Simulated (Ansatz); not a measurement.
Reaction (ligand exchange at the Si–O bond): `O[SiH2]N[SiH3]` + H₂Se → `[SiH3]N[SiH2][SeH]` + H₂O

Gas-phase electronic energies from Ansatz, PBE0-D4/def2-TZVP geometries. CCSD(T)/CBS adds triple-zeta CCSD(T) − MP2 to the extrapolated MP2 energy (def2 sets, frozen cores). This one scheme is used for every species. Functionals use def2-TZVPP. For Se outer-core shells are correlated without core-valence functions, which leaves a few kJ/mol of doubt a bond. Scalar relativity is left out up to krypton. One conformer a species, not always the lowest.

CCSD(T)/CBS gives +32.8 kJ/mol.

Another level gave +41.5 kJ/mol. Which?
A. SCS-MP2/def2-TZVPP
B. PBE-D4/def2-TZVPP
C. PBE0/def2-TZVPP
D. HF/def2-TZVPP

A. SCS-MP2/def2-TZVPP 41.5, HF/def2-TZVPP 55.2, PBE0 32.2, PBE-D4 26.2 kJ/mol.

Largest T1 diagnostic among the species: 0.011.

In def2-TZVPP, CCSD(T) changes the Hartree–Fock value by −15.7 kJ/mol (the triples alone add −2.7 kJ/mol) and MP2 by −20.1 kJ/mol. The D4 term adds −8.2 kJ/mol with B3LYP and −4.6 kJ/mol with PBE0; it sums over pairs of atoms, weighted by their polarisabilities, and B3LYP, whose exchange is more repulsive, gets the larger term.

B3LYP here is the variant with VWN-RPA as its local correlation; programs differ in this.
